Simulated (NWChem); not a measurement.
# C₄H₅Cl; SMILES C(=C)(C=C)Cl

```xyz
10

C      0.7170    -1.9902     0.0000
C     -0.4286    -1.3002     0.0000
C     -0.5620     0.1540     0.0000
C     -1.7389     0.7944     0.0000
Cl     0.9136     1.0793     0.0000
H      1.6839    -1.4811     0.0000
H      0.7127    -3.0823     0.0000
H     -1.3857    -1.8330     0.0000
H     -2.6662     0.2170     0.0000
H     -1.8009     1.8832     0.0000
```
Atoms are numbered in this order, from 1.

Computed with NWChem. Medium grid unless said otherwise, to which SCAN and Minnesota functionals are sensitive. All runs use the structure optimised with PBE0/def2-SVP. Total energies of different functionals are on different scales.

```json
[
 {"level": "PBE/def2-TZVP", "energy (Ha)": "-615.2646", "highest occupied level (eV)": "-6.02", "orbital gap (eV)": "3.83", "dipole (D)": "1.34"},
 {"level": "B3LYP/def2-TZVP", "energy (Ha)": "-615.6830", "highest occupied level (eV)": "-6.82", "orbital gap (eV)": "5.35", "dipole (D)": "1.40"},
 {"level": "Hartree-Fock/def2-TZVP", "energy (Ha)": "-613.9064", "highest occupied level (eV)": "-9.13", "orbital gap (eV)": "11.58", "dipole (D)": "1.59"},
 {"level": "BLYP/def2-TZVP", "energy (Ha)": "-615.5889", "highest occupied level (eV)": "…", "orbital gap (eV)": "3.81", "dipole (D)": "1.32"},
 {"level": "CAM-B3LYP/def2-TZVP", "energy (Ha)": "-615.5823", "highest occupied level (eV)": "-8.27", "orbital gap (eV)": "8.10", "dipole (D)": "1.44"},
 {"level": "M06-2X/def2-TZVP", "energy (Ha)": "-615.5729", "highest occupied level (eV)": "-8.16", "orbital gap (eV)": "7.75", "dipole (D)": "1.48"}
]
```

Q: What belongs in the gaps?

A: 
- BLYP/def2-TZVP, highest occupied level (eV): -5.84
